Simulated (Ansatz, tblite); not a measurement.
Cost and result up the ladder for [VO2F2]- (VO₂F₂⁻) (5 atoms). The state is a singlet with charge -1. Geometry: PBE-D4/def2-SVPD.

```xyz
5

V     0.0029   -0.0311   -0.0393
O    -1.1989   -0.9784   -0.5839
O     1.3153   -0.2521   -0.9707
F     0.3890   -0.4490    1.6852
F    -0.5082    1.7106   -0.0914
```

Ansatz on 4 threads of Arm Neoverse N1 on a shared host; xTB runs through tblite on one thread. Times are rough, summed over both states, and most runs start from the orbitals of an earlier one. No level here is sound enough to serve as a yardstick. The other state is a doublet.

The xTB rows come from tblite.

Raw xTB energies of ions are shifted by several eV.

| level | functions | wall time |
| --- | --- | --- |
| GFN2-xTB | 25 | 0.009 s |
| GFN1-xTB | 25 | 0.011 s |
| PBE-D4/def2-TZVPD | 208 | 9.1 s |
| r2SCAN-D4/def2-TZVPD | 208 | 19 s |
| PBE0-D4/def2-TZVPD (with forces) | 208 | 19 s |

**Question.** Estimate what each level gives for the vertical IE (eV).

**Answer.** 
| level | vertical IE (eV) | remarks |
| --- | --- | --- |
| GFN2-xTB | 11.07 | – |
| GFN1-xTB | 12.73 | – |
| PBE-D4/def2-TZVPD | 5.10 | restricted SCF unstable in HF (-1 singlet) |
| r2SCAN-D4/def2-TZVPD | 5.14 | restricted SCF unstable in HF (-1 singlet) |
| PBE0-D4/def2-TZVPD (with forces) | 5.27 | restricted SCF unstable in HF (-1 singlet), spin-contaminated (⟨S²⟩ 0.85) (doublet) |
